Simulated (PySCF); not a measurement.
CH₅NO₂Si.
Atom-mapped SMILES: `[NH2:1][C:2](=[O:3])[SiH2:4][OH:5]`

The computed photoelectron lines, unassigned: C 1s: 293.50 eV; N 1s: 406.34 eV; O 1s: 537.25 (area 1), 538.60 (area 1) eV; Si 1s: 1847.29 eV; Si 2p3/2: 107.45 eV.

Method: delta-SCF UKS SCAN, pcX-2 on the ionised atom, pcseg-1 elsewhere, spin-free X2C (PySCF 2.14.0). Isolated species at its GFN2-xTB geometry (one conformer only).

Q: Order the oxygen atoms by O 1s binding energy.

A: 537.25 eV: O3 (carbonyl oxygen); 538.60 eV: O5 (silanol oxygen). The listed O 1s values span 1.35 eV, from O3 (bonded to C (double bond)) to O5 (bonded to H and Si). Summing the Pauling electronegativity differences to the bonded atoms, each weighted by its formal bond order, gives -1.78 for the lowest site and -2.78 for the highest; the largest sum, -1.78, belongs to O3, 1.35 eV below the top. The smallest sum, -2.78, belongs to O5, 1.35 eV above the lowest.

Bonded neighbours of each site: N1: C and 2 H; C2: O (double bond), N and Si; O3: C (double bond); Si4: O, C and 2 H; O5: H and Si.

Q: Which photon energy gives electrons from Si 2p3/2 of Si4 a kinetic energy of 100 eV, and what is their de Broglie wavelength?

A: hν = 107.45 + 100 = 207.45 eV, recoil neglected; λ = 12.264 Å/√(E/eV) = 1.23 Å.

The 2p values aren't plain energy differences: one relaxed spin-free 2p hole is combined with a matrix within the shell (ground-state 2p orbital-energy differences and spin–orbit coupling). 2p3/2, the mean of its two sublevels, lies a third of the splitting below the shell's mean and 2p1/2 two thirds above it; the statistical areas are 2:1. 2p1/2 minus 2p3/2 (ligand field included): Si 0.62 eV.

The values belong to the conformer `[NH2:1][C:2](=[O:3])[SiH2:4][OH:5]`: N1–C2–Si4–O5 180°, H–N1–C2–O3 0°, H–N1–C2–O3 180°, H–O5–Si4–C2 0°.
